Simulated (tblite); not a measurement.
Compound: C7H6BFO2.
Numbering: `[OH:1][B:2]1[O:3][CH2:4][c:5]2[cH:6][cH:7][cH:8][c:9]([F:10])[c:11]21` (hydrogens: H12 on O1; H13, H14 on C4; H15 on C6; H16 on C7; H17 on C8)

Computed with GFN2-xTB (tblite), gas phase: L-BFGS steps from a force-field or distance-geometry start until the largest atomic force falls under 0.01 eV/Å.

Step 1: E = -876.9062 eV
```
atom  x, y, z in Å  |  force x, y, z in eV/Å
O1     -2.5979    1.9295   -0.1922   -0.016  -0.011  -0.021
B2     -1.8702    0.8082   -0.0783    0.022   0.099   0.062
O3     -2.4610   -0.4102    0.0926   -0.098  -0.049  -0.047
C4     -1.5078   -1.4446    0.2012   -0.016  -0.019   0.050
C5     -0.1558   -0.8025    0.1013    0.082  -0.012  -0.079
C6      1.0937   -1.3911    0.1480   -0.130  -0.143   0.068
C7      2.2128   -0.5873    0.0288    0.201   0.050   0.056
C8      2.0985    0.7846   -0.1346   -0.108   0.054  -0.034
C9      0.8327    1.3430   -0.1849    0.130   0.101  -0.008
F10     0.7064    2.6845   -0.3413    0.019  -0.010  -0.015
C11    -0.3090    0.5747   -0.0739   -0.084  -0.042   0.012
H12    -2.0974    2.7377   -0.2998    0.007  -0.004  -0.002
H13    -1.6500   -1.9490    1.1660    0.015  -0.015  -0.059
H14    -1.6748   -2.1716   -0.6046   -0.004   0.028   0.055
H15     1.1918   -2.4571    0.2868    0.025  -0.004  -0.015
H16     3.1976   -1.0280    0.0826   -0.020  -0.006  -0.040
H17     2.9694    1.4151   -0.2275   -0.026  -0.017   0.015
```

Step 2: E = -876.9075 eV
```
atom  x, y, z in Å  |  force x, y, z in eV/Å
O1     -2.5986    1.9295   -0.1925    0.014   0.015  -0.021
B2     -1.8695    0.8092   -0.0773   -0.036   0.043   0.056
O3     -2.4627   -0.4105    0.0918   -0.028  -0.027  -0.033
C4     -1.5079   -1.4454    0.2024   -0.007   0.051  -0.034
C5     -0.1547   -0.8024    0.1001   -0.020  -0.025  -0.047
C6      1.0922   -1.3927    0.1489    0.083  -0.006   0.037
C7      2.2153   -0.5867    0.0297   -0.053  -0.010   0.055
C8      2.0969    0.7852   -0.1350    0.035   0.005  -0.022
C9      0.8342    1.3444   -0.1850   -0.060   0.019   0.001
F10     0.7067    2.6843   -0.3415    0.020   0.029  -0.018
C11    -0.3099    0.5743   -0.0737    0.037   0.035   0.002
H12    -2.0972    2.7379   -0.2999   -0.012  -0.024   0.001
H13    -1.6497   -1.9491    1.1647    0.008  -0.038   0.002
H14    -1.6748   -2.1712   -0.6038   -0.005   0.016   0.047
H15     1.1922   -2.4574    0.2866    0.020  -0.040  -0.007
H16     3.1974   -1.0281    0.0820    0.044  -0.023  -0.032
H17     2.9692    1.4149   -0.2273   -0.039  -0.019   0.013
```

**Question.** Estimate the geometry and energy of step 3. (The exact step hangs on the optimiser's Hessian estimate; all steps are aligned on step 2, rigid shifts and turns removed.)

**Answer.** E = -876.9080 eV, largest force 0.056 eV/Å
```
atom  x, y, z in Å  |  force x, y, z in eV/Å
O1     -2.5985    1.9297   -0.1929   -0.006   0.010  -0.015
B2     -1.8698    0.8100   -0.0763   -0.028  -0.006   0.048
O3     -2.4635   -0.4110    0.0912   -0.006   0.010  -0.029
C4     -1.5081   -1.4448    0.2023   -0.007   0.038  -0.023
C5     -0.1547   -0.8028    0.0991    0.004  -0.008  -0.032
C6      1.0929   -1.3932    0.1497    0.037   0.010   0.026
C7      2.2153   -0.5867    0.0307   -0.027  -0.001   0.042
C8      2.0970    0.7854   -0.1355   -0.005  -0.018  -0.010
C9      0.8338    1.3450   -0.1850   -0.021   0.001   0.001
F10     0.7070    2.6846   -0.3418    0.016   0.037  -0.017
C11    -0.3097    0.5746   -0.0736    0.008   0.009   0.007
H12    -2.0973    2.7376   -0.2999   -0.001  -0.002  -0.002
H13    -1.6496   -1.9496    1.1645    0.009  -0.027  -0.001
H14    -1.6749   -2.1709   -0.6030   -0.008   0.004   0.029
H15     1.1925   -2.4581    0.2865    0.022  -0.039  -0.004
H16     3.1979   -1.0285    0.0814    0.028  -0.012  -0.028
H17     2.9686    1.4146   -0.2271   -0.016  -0.003   0.008
```

The energy changes by -0.0005 eV. The first-order estimate −F·Δx gives -0.0007 eV and the mean of the old and new forces, exact on a quadratic surface, -0.0005 eV. The step makes an angle of 28° with the force vector and moves no atom by more than 0.001 Å.

The cost below is that of the whole relaxation. Time: under 0.1 s wall, 0.13 s CPU. Hardware: 2 threads of an Intel Xeon Platinum 8488C, shared host with 192 logical CPUs at a one-minute load of 50.
